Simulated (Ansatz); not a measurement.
Relaxation of CH$_{6}$AlNSSi (11 atoms, charge 0, multiplicity 1), to a largest force component of 0.015 eV/Å in at most 40 steps.

These are results of Ansatz 0.2.0, RKS PBE/def2-SVP, not measurements.

```xyz
11
Properties=species:S:1:pos:R:3
C -1.081 0.236 1.008
Si 0.244 0.074 -0.247
N 1.877 0.303 0.360
Al 0.047 -1.136 -2.225
S -0.083 1.151 -2.061
H -1.052 1.296 1.471
H -1.018 -0.505 1.777
H -2.070 0.207 0.475
H 1.932 1.246 0.895
H 2.056 -0.421 1.136
H -0.785 -2.509 -2.570
```

Task: Where does it end, and by what steps?

Result: It converged. After 13 steps the energy has fallen by 1.067 eV; H10 moved furthest, 1.06 Å.

```
step  energy less start (eV)  largest force component (eV/Å)  accepted
   0                  0.0000                           2.750       yes
   1                 -0.5574                           1.047       yes
   2                 -0.7870                           0.313       yes
   3                 -0.8641                           0.411       yes
   4                 -0.9108                           0.317       yes
   5                 -0.9414                           0.540       yes
   6                 -0.9817                           0.357       yes
   7                 -1.0197                           0.433       yes
   8                 -1.0563                           0.162       yes
   9                 -1.0660                           0.072       yes
  10                 -1.0669                           0.080       yes
  11                 -1.0669                           0.078       yes
  12                 -1.0667                           0.208        no
  13                 -1.0674                           0.009       yes
```

```xyz
11
Properties=species:S:1:pos:R:3
C -1.181 0.443 1.122
Si 0.154 -0.129 -0.085
N 1.682 0.105 0.713
Al -0.147 -1.342 -2.066
S -0.174 0.854 -2.115
H -1.027 1.512 1.383
H -1.144 -0.154 2.056
H -2.187 0.345 0.671
H 1.826 0.947 1.280
H 2.548 -0.161 0.239
H -0.283 -2.477 -3.179
```

Run time: 38 s on 2 threads of Intel(R) Xeon(R) Platinum 8259CL CPU @ 2.50GHz (Skylake/Cascade Lake), with other jobs on the host, peak memory 0.2 GiB.
